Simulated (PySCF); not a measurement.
# GePb and its ions

PBE0; PySCF, scalar-relativistic core potentials, basis sets Ge cc-pVDZ-PP with ECP10, Pb cc-pVDZ-PP with ECP60. Neutral (UKS): triplet (π ↑↑), Re = 2.651 Å, ωe = 212 cm⁻¹, De = 2.40 eV, HOMO -5.02 eV, LUMO -3.07 eV.

GePb⁺ (UKS): quartet (σ ↑, π ↑↑), Re = 2.679 Å, ωe = 187 cm⁻¹. The energies at the minima are -487.39972 hartree for GePb and -487.14395 for GePb⁺.

Q: Work out the adiabatic ionisation energy, without and with harmonic zero-point energies (1 hartree = 27.2114 eV, 1 eV = 8065.5 cm⁻¹), and the change of the bond length.

A: At PBE0: 0.25577 hartree = 6.960 eV between the minima; the zero-point term (187.0 − 212.0)/2 cm⁻¹ = -0.002 eV makes it 6.958 eV. Re changes by +2.8 pm against the neutral. The electron leaves a σ orbital, and the longer bond of the ion fits a bonding orbital, or a change in how ionic the bond is.

Spin–orbit coupling is left out, which matters for elements this heavy, above all for dissociation energies. States were picked by a PBE0 search and need not be the measured ground states.
